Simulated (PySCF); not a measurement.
Si(F)(OH)2(SiH3) (FH₅O₂Si₂), SMILES [SiH3][Si](F)(O)O. Atoms are numbered in the order given.

```xyz
10

O     -1.0832    -0.9298    -1.1525
Si    -0.3939     0.1263    -0.0939
O     -0.4978     1.6456    -0.7507
F     -1.2251     0.1674     1.3110
Si     1.7713    -0.6065     0.3640
H     -1.8874    -0.6451    -1.6060
H     -0.4591     2.3995    -0.1502
H      2.4111     0.3322     1.3331
H      1.7486    -1.9730     0.9593
H      2.5768    -0.6229    -0.8906
```
Charge 0, spin multiplicity 1.

Geometry optimised at B3LYP-D3(BJ)/def2-SVP. This is a generated structure with no PubChem entry under its InChIKey; it may be hypothetical. One conformer was computed; it need not be the lowest.

Two levels are set side by side: PBE/pcSseg-1 (PySCF) and PBE0/pcSseg-1 (PySCF). GIAO shifts against CFCl3 (¹⁹F), H2O (¹⁷O), TMS (²⁹Si), TMS (¹H) at the same level; non-relativistic, no solvent, atoms listed together averaged. Differences are taken from unrounded values.

```
quantity                PBE0
--------------------  ------
δ(²⁹Si) of Si2 (ppm)   -25.3
δ(¹⁹F) of F4 (ppm)    -116.5
δ(²⁹Si) of Si5 (ppm)  -116.3
```

Question: What does PBE give, and how far is it from PBE0? (Estimate from the structure and the level; the computed values follow.)

Answer: 
```tsv
quantity	PBE	PBE minus PBE0
δ(²⁹Si) of Si2 (ppm)	-26.0	-0.7
δ(¹⁹F) of F4 (ppm)	-126.9	-10.4
δ(²⁹Si) of Si5 (ppm)	-123.9	-7.6
```

Rough cost on one machine, each run with all the roots and properties that it gave: PBE0 against PBE within a factor of 2.
